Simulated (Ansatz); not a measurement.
Consider the formal exchange of groups at a Zn–Se bond: `[CH3][Zn][Se]C(F)(F)F` + `C=CNC` → `C=C[NH][Zn][CH3]` + `C[Se]C(F)(F)F`.

Calculated with Ansatz (gas phase, PBE0-D4/def2-TZVP geometries, no zero-point term in ΔE). CCSD(T)/CBS adds triple-zeta CCSD(T) − MP2 to the extrapolated MP2 energy (def2 sets, frozen cores). DFT in def2-TZVPP. For Se, Zn outer-core shells are correlated without core-valence functions, which leaves a few kJ/mol of doubt a bond. Scalar relativity is left out up to krypton. One conformer a species, not always the lowest.

`[CH3][Zn][Se]C(F)(F)F`:

```xyz
10

C    -2.176   -0.759   -0.809
Zn   -0.782    0.473   -0.283
Se    0.849    2.008    0.329
C     2.123    0.594    0.792
F     2.264    0.456    2.109
F     3.327    0.847    0.288
F     1.738   -0.611    0.315
H    -2.809   -1.008    0.045
H    -2.801   -0.321   -1.590
H    -1.733   -1.679   -1.195
```

`C=CNC`:

Cartesian coordinates in Å:
```
C 0.187 -1.702 -1.024
C 0.062 -0.828 -0.024
N 0.448 0.492 -0.027
C -0.256 1.434 0.807
H 0.578 -1.416 -1.994
H -0.081 -2.739 -0.876
H -0.341 -1.153 0.932
H 0.699 0.847 -0.937
H -1.280 1.647 0.470
H -0.313 1.042 1.825
H 0.297 2.374 0.848
```

`C=C[NH][Zn][CH3]`:

```xyz
12

C     0.135   -2.233    0.210
C    -0.104   -1.502    1.305
N    -0.219   -0.136    1.379
Zn   -0.068    1.018   -0.043
C     0.081    2.256   -1.508
H     0.206   -3.309    0.272
H     0.267   -1.782   -0.771
H    -0.224   -2.024    2.254
H    -0.400    0.199    2.310
H    -0.322    3.234   -1.233
H     1.124    2.387   -1.801
H    -0.476    1.892   -2.374
```

`C[Se]C(F)(F)F`:

```xyz
9

C     1.032    1.046    0.062
Se    0.983   -0.858   -0.315
C    -0.946   -1.044   -0.074
F    -1.343   -0.708    1.156
F    -1.281   -2.315   -0.284
F    -1.644   -0.286   -0.923
H     2.077    1.340   -0.035
H     0.692    1.236    1.077
H     0.431    1.588   -0.665
```

```csv
level,ΔE (eV)
B97M-V,0.55
PBE0-D4,0.63
r2SCAN0-D4,0.63
PBE-QIDH,0.60
revPBE,0.58
r2SCANh,0.60
CCSD/def2-SVP,0.78
SCS-MP2/def2-QZVPP,0.50
```

(1) What does CCSD(T)/CBS give? (Best estimate.)

Largest T1 diagnostic among the species: 0.014.

Answers

(1) Ansatz gave: +0.56 eV. The listed levels differ from it by -0.01, 0.07, 0.07, 0.04, 0.02, 0.04, 0.22, -0.06 eV.

At CCSD(T), def2-SVP lies +0.20 eV from the extrapolated value and def2-TZVPP −0.07 eV. From PBE to PBE0 (25 % exact exchange), in def2-TZVPP and without D4, ΔE moves by +0.06 eV.
